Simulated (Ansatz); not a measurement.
Basis sets compared for C28H26F4O3S (relaxed from a model of trityl norbornyl tetrafluoroethanesulfonate, whose bonding it doesn't keep). Charge 0, multiplicity 1. Geometry PBE-D4/def2-SVP. Ansatz on 2 threads of AMD EPYC 7R13 on a shared host and a share (18 GiB) of an NVIDIA H100 80GB HBM3; times are rough, and most runs start from earlier orbitals.

Cartesian coordinates in Å:
```
O -0.856 -0.055 0.781
S 0.566 0.233 0.519
O 1.246 1.376 1.141
O 0.904 0.150 -1.093
C 1.569 -1.339 0.906
F 2.738 -1.275 0.243
F 0.857 -2.389 0.438
C 1.836 -1.498 2.438
F 2.816 -0.599 2.750
F 2.383 -2.753 2.576
C 0.636 -1.305 3.350
C -0.513 -2.344 3.159
C -0.775 -2.834 4.599
C -1.363 -1.666 5.426
C -0.131 -0.729 5.642
C 0.993 -1.447 4.859
C 0.664 -2.927 5.149
H 0.286 -0.270 3.157
H -1.398 -1.892 2.672
H -0.180 -3.189 2.525
H -1.377 -3.763 4.641
H -2.196 -1.164 4.893
H -1.768 -2.029 6.392
H -0.299 0.305 5.279
H 0.139 -0.659 6.715
H 2.013 -1.098 5.106
H 1.304 -3.639 4.594
H 0.707 -3.168 6.231
C -0.417 4.853 -0.430
C -1.421 3.891 -0.250
C -1.289 2.616 -0.817
C -0.149 2.291 -1.580
C 0.081 0.867 -2.094
C -1.193 0.063 -2.383
C -2.294 0.670 -3.019
C -3.420 -0.087 -3.374
C -3.461 -1.463 -3.102
C -2.365 -2.073 -2.475
C -1.238 -1.319 -2.122
C 0.948 0.830 -3.363
C 0.552 1.583 -4.487
C 1.299 1.539 -5.671
C 2.452 0.741 -5.751
C 2.850 -0.008 -4.635
C 2.105 0.034 -3.446
C 0.862 3.258 -1.743
C 0.728 4.531 -1.175
H -0.522 5.853 0.018
H -2.317 4.131 0.343
H -2.067 1.860 -0.646
H -2.281 1.749 -3.231
H -4.273 0.406 -3.864
H -4.346 -2.057 -3.377
H -2.384 -3.152 -2.254
H -0.388 -1.806 -1.627
H -0.342 2.219 -4.433
H 0.978 2.137 -6.538
H 3.038 0.706 -6.682
H 3.755 -0.632 -4.683
H 2.428 -0.544 -2.571
H 1.765 3.006 -2.317
H 1.527 5.275 -1.311
```

Single mean-field runs in def2-SVP, def2-mTZVP are fitted with def2-universal-jkfit.

Binding counts from free atoms (O triplet, S triplet, C triplet, F doublet, H doublet) in the same basis, without a counterpoise term.

```csv
level,functions,energy (Eh),HOMO (eV),LUMO (eV),binding per atom (eV),wall time
HF/STO-3G,210,-2068.9902,-7.14,6.42,3.87,6 s
HF/6-31G,380,-2094.3171,-8.67,2.85,3.13,8 s
r2SCAN-D4/def2-SVP (with forces),638,-2103.5259,-6.13,-1.61,4.94,11 s
```

(1) Estimate the rows for r2SCAN-D4/def2-mTZVP.

## Answers

(1) 
```
               level  functions  energy (Eh)  HOMO (eV)  LUMO (eV)  binding per atom (eV)  wall time
r2SCAN-D4/def2-mTZVP        780   -2105.4620      -6.11      -1.65                   4.83       10 s
```
